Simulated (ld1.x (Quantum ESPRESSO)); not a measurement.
# An all-electron radial function and its pseudo partner (beryllium (Be))

Columns: radius, all-electron u(r) and pseudo u(r) of the 2s shell (level -5.61 eV) of beryllium in the configuration [He] 2s2 2p0; PBE, scalar-relativistic, TM semilocal scheme, ld1.x (Quantum ESPRESSO) 7.5.

| r (bohr) | all-electron | pseudo |
| --- | --- | --- |
| 0.205 | 0.2527 | -0.0563 |
| 0.410 | 0.1604 | -0.1164 |
| 0.615 | -0.0192 | -0.1848 |
| 0.820 | -0.1982 | -0.2663 |
| 1.025 | -0.3478 | -0.3631 |
| 1.230 | -0.4635 | -0.4644 |
| 1.435 | -0.5472 | -0.5472 |
| 1.640 | -0.6010 | -0.6010 |
| 1.845 | -0.6294 | -0.6294 |
| 2.050 | -0.6374 | -0.6374 |
| 2.255 | -0.6296 | -0.6296 |
| 2.460 | -0.6101 | -0.6101 |
| 2.665 | -0.5823 | -0.5823 |
| 2.870 | -0.5490 | -0.5490 |
| 3.075 | -0.5126 | -0.5126 |
| 3.280 | -0.4748 | -0.4748 |
| 3.485 | -0.4369 | -0.4369 |
| 3.690 | -0.3998 | -0.3998 |
| 3.895 | -0.3643 | -0.3643 |
| 4.100 | -0.3307 | -0.3307 |
| 4.305 | -0.2992 | -0.2992 |
| 4.510 | -0.2700 | -0.2700 |
| 4.715 | -0.2431 | -0.2431 |
| 4.920 | -0.2185 | -0.2185 |
| 5.125 | -0.1960 | -0.1960 |
| 5.330 | -0.1754 | -0.1754 |

(1) How many radial nodes do the two functions have?

(2) At about which radius was the pseudo-wave matched?

(3) Is the pseudo-wave norm-conserving?

Results:

(1) The all-electron 2s function has n − l − 1 = 1; the pseudo-wave has 0, since the states of the same l below it are removed with the core.

(2) 1.45 bohr, where the columns begin to agree (steps of 0.20 bohr).

(3) Yes: the TM semilocal scheme keeps the norm inside the radius equal to the all-electron one, which fixes the energy derivative of the logarithmic derivative at the level.
